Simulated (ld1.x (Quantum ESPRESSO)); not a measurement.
## Before and after: TM potential for neon (Ne)

neon (Ne), norm-conserving Troullier–Martins (Kleinman–Bylander form), made with ld1.x (Quantum ESPRESSO) 7.5 (PBEsol, non-relativistic). Core [He], reference 2s2 2p5 (charge +1). Waves: 2s (bound): rc 0.60 bohr; 2p (bound): rc 1.60 bohr. Local part: the p channel. Core correction: none.

All-electron outer shells of the reference configuration (PBEsol, non-relativistic, ld1.x):

```json
{"shell": "2s", "level (eV)": "-55.28", "outermost node (bohr)": "0.22", "outermost maximum (bohr)": "0.68"}
{"shell": "2p", "level (eV)": "-32.20", "outermost node (bohr)": "–", "outermost maximum (bohr)": "0.60"}
```

Change: wave 2p (bound): rc 1.60 bohr becomes 2p (bound): rc 1.84 bohr.

Cutoffs: the cutoffs (Ry, on a coarse ladder) from which the occupation-weighted sum of valence levels, in a spherical-Bessel basis at the reference potential, stays within 10 and 1 mRy of its value at 400 Ry; they do not see the model core or the augmentation charge, which bear on the density cutoff. Errors are all-electron minus pseudo energies relative to the spin-unpolarised reference configuration.

Question: How do hardness, ghosts and transferability respond?

Answer: Of the 6 tests that both files solve, the error grows in 4 and shrinks in 2 by more than 15 % and 0.3 meV (median size 69.3 → 118.2 meV); neither file shows a bound ghost.

| quantity | base | changed |
| --- | --- | --- |
| cutoff, loose | 200 Ry | 200 Ry |
| cutoff, tight | over 300 Ry | over 300 Ry |
| loose cutoff by channel (10 mRy a level) | s 120 Ry, p 60 Ry | s 120 Ry, p 50 Ry |
| bound ghosts | none | none |
| error for 2s2 2p6, meV [ΔE -22.41 eV] | -34 | -22 |
| error for 2s2 2p4, meV [ΔE 43.17 eV] | +104 | +214 |
| error for 2s2 2p3, meV [ΔE 110.47 eV] | +896 | +1557 |
| error for 2s2 2p5.5, meV [ΔE -13.57 eV] | -3.4 | +4.7 |
| error for 2s2 2p2, meV [ΔE 204.90 eV] | +3333 | +5310 |
| error for 2s1 2p6, meV [ΔE 23.12 eV] | +27 | -0.2 |
